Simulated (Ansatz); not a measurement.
Species: PbH$_{3}$, charge 0, multiplicity 2. SMILES: [PbH3]

Atoms: Pb1, H2, H3, H4. Bonds: Pb1-H2, Pb1-H3, Pb1-H4.

Bond lengths (Å) and angles (degrees) optimised at HF/6-31G* with LANL2DZ past Ar with Ansatz (an electronic-structure program); B3LYP/6-31G* with LANL2DZ past Ar with Ansatz; MP2/6-31G* with LANL2DZ past Ar with Ansatz, each started from the B3LYP-D3(BJ)/def2-TZVP structure (Ansatz) of the last column. A row stands for all coordinates that are equal there. 6-31G* holds six Cartesian d functions. No wavenumbers were computed at MP2/6-31G* with LANL2DZ past Ar, so these may be saddle points.

| coordinate | HF/6-31G* with LANL2DZ past Ar | B3LYP/6-31G* with LANL2DZ past Ar | MP2/6-31G* with LANL2DZ past Ar | B3LYP-D3(BJ)/def2-TZVP |
|---|---|---|---|---|
| Pb1-H2 | 1.742 | 1.767 | 1.757 | 1.796 |
| H2-Pb1-H3 | 109.0 | 108.1 | 109.0 | 108.3 |

Mean signed difference of all 3 bond lengths from B3LYP-D3(BJ)/def2-TZVP: HF/6-31G* with LANL2DZ past Ar -0.054 Å, B3LYP/6-31G* with LANL2DZ past Ar -0.029 Å, MP2/6-31G* with LANL2DZ past Ar -0.039 Å.
